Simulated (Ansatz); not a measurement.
Li7H7, relaxed as a singlet with RKS PBE-D4/def2-TZVP in Ansatz, starting from the GFN1-xTB geometry. Force threshold 0.02 eV/Å.

The structure comes from a short search, and lower isomers may exist.

Start:

Cartesian coordinates in Å:
```
Li 1.3086 2.1385 0.8491
Li -0.1526 1.2647 -1.7306
Li -2.0310 -0.4752 0.3314
Li 1.5364 -0.1041 -0.7973
Li -0.9885 -1.0263 -1.7913
Li -0.1904 -1.8898 0.7974
Li 0.5090 0.1170 2.0449
H -1.4271 -2.1123 -0.4888
H 0.5478 -0.3657 -2.3440
H 1.0239 1.7139 2.3847
H -1.7275 0.6230 -1.1004
H -1.1212 -0.6603 1.8833
H 1.4040 -1.0147 0.7564
H 1.3087 1.7914 -0.7949
```

Problem. Estimate the energy that the relaxation releases and the steps that it takes.

Solution. 0.24 eV, in 7 steps; 8 s on 4 threads of Arm Neoverse V1 on a shared host. No frequencies were taken in this run, so the end may be a saddle point.

Problem. Does the start keep its bonding?

Solution. By distances, no bond broke or formed. The bond that changes most is Li4–H9, from 1.85 to 1.80 Å (atoms count from 1). The end is the same structure that another start reached, the lowest one found.

Problem. Predict the relaxed structure.

Solution. 
```csv
atom,x (Å),y (Å),z (Å)
Li1,1.375,2.376,0.854
Li2,-0.186,1.281,-1.709
Li3,-2.030,-0.412,0.340
Li4,1.596,-0.162,-0.795
Li5,-1.018,-1.082,-1.880
Li6,-0.203,-1.989,0.803
Li7,0.516,0.103,2.092
H8,-1.422,-2.026,-0.472
H9,0.537,-0.325,-2.245
H10,1.078,1.724,2.356
H11,-1.727,0.543,-1.176
H12,-1.065,-0.721,1.815
H13,1.315,-1.022,0.736
H14,1.233,1.711,-0.720
```
Bond lengths (bridged metal pairs left out): 1 × Li–Li 3.03 Å; 18 × H–Li 1.66 to 1.91 Å.
